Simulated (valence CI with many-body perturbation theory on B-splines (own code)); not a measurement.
# W⁵³⁺: E2, M1 decay

Level of theory: valence CI with perturbative core correlation (CI+MBPT): three valence electrons over a frozen Dirac-Fock core [Ar], a basis of 9 s, 9 p, 10 d, 8 f, 5 g, 3 h, 1 i functions for each j, with the one-electron correlation potential Σ1 (screened to all orders), the two-electron term Σ2, the three-electron term Σ3, Breit, model QED; selected single and double excitations, second order for the rest (own B-spline code, finite nucleus).

No measured spectrum was set against this ion. As an estimate, large intervals hold to a few tenths of a per cent, small ones and those within an open d or f shell to about a per cent. The list stops below the first excitations out of the core. Only levels of the ground parity were solved; by the run's estimate the other parity begins above the list, which can be wrong where configurations are misplaced.

Lines 1 to 40 of 40 in falling wavelength, among levels below 1870400 cm⁻¹, chosen from the decays that carry over 1 % of a level's rate. Wavelengths and rates use the calculated energies. Electric multipoles are in the length gauge, E1 and E2 with the static RPA response of the core. S is in atomic units (e²a₀⁴ for E2 and M2, e²a₀⁶ for E3), for M1 in squared Bohr magnetons. Weak lines are less certain than strong ones. Lines between different terms over intervals too small for the method are left out, as are lines whose strength nearly cancels. The highest levels of a list are the least certain.

Levels are named by their leading jj configuration (3d3/2^4 stands for four electrons in 3d with j = 3/2), which in mixed levels can hold well under half, so a name can repeat and another be missing. Letters in brackets count levels of one name in rising energy.

```tsv
λ vac (Å)	Upper	Lower	Type	A (s⁻¹)	S (a.u.)
1246	(3d3/2^2 3d5/2) J=9/2	(3d3/2^2 3d5/2) J=5/2 [a]	E2	4.66e-04	1.25e-05
1231	(3d3/2^2 3d5/2) J=7/2	(3d3/2^2 3d5/2) J=5/2 [a]	M1	6.41e+03	3.54e+00
495.8	(3d3/2^2 3d5/2) J=5/2 [b]	(3d3/2^2 3d5/2) J=7/2	M1	9.27e+03	2.51e-01
431.0	(3d3/2^2 3d5/2) J=5/2 [b]	(3d3/2^2 3d5/2) J=3/2	M1	3.53e+04	6.30e-01
365.5	(3d3/2 3d5/2^2) J=3/2 [b]	(3d3/2 3d5/2^2) J=3/2 [a]	M1	4.71e+04	3.41e-01
353.4	(3d3/2^2 3d5/2) J=5/2 [b]	(3d3/2^2 3d5/2) J=5/2 [a]	M1	1.25e+04	1.22e-01
252.5	(3d3/2 3d5/2^2) J=3/2 [a]	(3d3/2^2 3d5/2) J=5/2 [b]	M1	1.23e+05	2.95e-01
231.2	(3d3/2 3d5/2^2) J=5/2 [a]	(3d3/2^2 3d5/2) J=5/2 [b]	M1	6.69e+05	1.84e+00
198.7	(3d3/2 3d5/2^2) J=5/2 [b]	(3d3/2^2 3d5/2) J=5/2 [b]	M1	1.16e+06	2.03e+00
197.2	(3d3/2 3d5/2^2) J=7/2 [b]	(3d3/2^2 3d5/2) J=5/2 [b]	M1	2.57e+05	5.84e-01
193.0	(3d3/2 3d5/2^2) J=7/2 [a]	(3d3/2^2 3d5/2) J=7/2	M1	1.21e+06	2.57e+00
191.4	(3d5/2^3) J=9/2	(3d3/2 3d5/2^2) J=11/2	M1	2.63e+05	6.84e-01
189.0	(3d3/2^2 3d5/2) J=5/2 [a]	(3d3/2^3) J=3/2	M1	3.46e+06	5.19e+00
180.1	(3d3/2 3d5/2^2) J=9/2	(3d3/2^2 3d5/2) J=7/2	M1	1.32e+06	2.85e+00
179.8	(3d3/2 3d5/2^2) J=9/2	(3d3/2^2 3d5/2) J=9/2	M1	2.32e+06	4.99e+00
172.4	(3d3/2^2 3d5/2) J=3/2	(3d3/2^3) J=3/2	M1	2.78e+06	2.11e+00
171.0	(3d3/2 3d5/2^2) J=3/2 [a]	(3d3/2^2 3d5/2) J=1/2	M1	7.60e+05	5.64e-01
166.9	(3d5/2^3) J=9/2	(3d3/2 3d5/2^2) J=9/2	M1	2.91e+06	5.01e+00
166.8	(3d3/2 3d5/2^2) J=7/2 [a]	(3d3/2^2 3d5/2) J=5/2 [a]	M1	4.95e+06	6.82e+00
164.3	(3d3/2 3d5/2^2) J=1/2	(3d3/2^2 3d5/2) J=1/2	M1	4.43e+06	1.46e+00
163.8	(3d3/2^2 3d5/2) J=7/2	(3d3/2^3) J=3/2	E2	4.16e+02	3.50e-04
160.4	(3d3/2^2 3d5/2) J=1/2	(3d3/2^3) J=3/2	M1	1.04e+06	3.17e-01
159.2	(3d3/2 3d5/2^2) J=3/2 [a]	(3d3/2^2 3d5/2) J=3/2	M1	4.38e+06	2.62e+00
158.0	(3d3/2 3d5/2^2) J=11/2	(3d3/2^2 3d5/2) J=9/2	M1	1.43e+06	2.51e+00
157.7	(3d3/2 3d5/2^2) J=5/2 [a]	(3d3/2^2 3d5/2) J=7/2	M1	2.12e+05	1.84e-01
157.2	(3d5/2^3) J=9/2	(3d3/2 3d5/2^2) J=7/2 [a]	M1	4.02e+06	5.79e+00
153.4	(3d3/2 3d5/2^2) J=1/2	(3d3/2^2 3d5/2) J=3/2	M1	2.74e+05	7.35e-02
150.5	(3d3/2 3d5/2^2) J=5/2 [a]	(3d3/2^2 3d5/2) J=3/2	M1	2.49e+06	1.89e+00
149.3	(3d3/2 3d5/2^2) J=3/2 [b]	(3d3/2^2 3d5/2) J=5/2 [b]	M1	2.41e+06	1.19e+00
147.3	(3d3/2 3d5/2^2) J=3/2 [a]	(3d3/2^2 3d5/2) J=5/2 [a]	M1	1.99e+06	9.41e-01
141.8	(3d3/2 3d5/2^2) J=5/2 [b]	(3d3/2^2 3d5/2) J=7/2	M1	1.11e+06	7.05e-01
141.1	(3d3/2 3d5/2^2) J=7/2 [b]	(3d3/2^2 3d5/2) J=7/2	M1	7.56e+05	6.30e-01
140.9	(3d3/2 3d5/2^2) J=7/2 [b]	(3d3/2^2 3d5/2) J=9/2	M1	6.73e+05	5.59e-01
139.8	(3d3/2 3d5/2^2) J=5/2 [a]	(3d3/2^2 3d5/2) J=5/2 [a]	M1	4.40e+05	2.67e-01
127.2	(3d3/2 3d5/2^2) J=5/2 [b]	(3d3/2^2 3d5/2) J=5/2 [a]	M1	7.43e+04	3.40e-02
126.6	(3d3/2 3d5/2^2) J=7/2 [b]	(3d3/2^2 3d5/2) J=5/2 [a]	M1	1.63e+05	9.84e-02
123.1	(3d3/2^2 3d5/2) J=5/2 [b]	(3d3/2^3) J=3/2	M1	2.81e+05	1.17e-01
116.5	(3d3/2 3d5/2^2) J=3/2 [b]	(3d3/2^2 3d5/2) J=1/2	M1	4.89e+04	1.15e-02
110.9	(3d3/2 3d5/2^2) J=3/2 [b]	(3d3/2^2 3d5/2) J=3/2	M1	3.55e+05	7.18e-02
105.0	(3d3/2 3d5/2^2) J=3/2 [b]	(3d3/2^2 3d5/2) J=5/2 [a]	M1	6.76e+05	1.16e-01
```
